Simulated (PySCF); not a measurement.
Cl2FHNTa, SMILES [NH]=[Ta]([F])([Cl])[Cl], multiplicity 1. Geometry optimised at PBE-D3(BJ)/def2-SVP. The spin state was assumed, not searched. The structure was generated by enumeration; whether it is a known compound was not checked. The def2 effective core potentials stand for the cores of Ta; spin–orbit coupling is left out.

Computed with PBE-D3(BJ)/def2-SVP in PySCF.

Harmonic wavenumbers (cm⁻¹): 97, 136, 136, 202, 236, 385, 397, 529, 567, 674, 986, 3577. Rotational constants (GHz): 2.222, 1.504, 1.215; symmetry number 1.

Problem. Work out the zero-point energy and the ideal-gas rigid-rotor harmonic-oscillator thermochemistry at 298.15 K and 1 atm.

Solution. ZPE = ½ Σ hcν = ½ × 7922 cm⁻¹ = 47.38 kJ/mol. H − E(el) = 68.65 kJ/mol. Entropy in J/(mol K): translation 179.28, rotation 120.34, vibration 69.95, total 369.57. G − E(el) = -41.54 kJ/mol. Cp = 99.99 J/(mol K). Modes under 150 cm⁻¹ make the vibrational entropy uncertain.
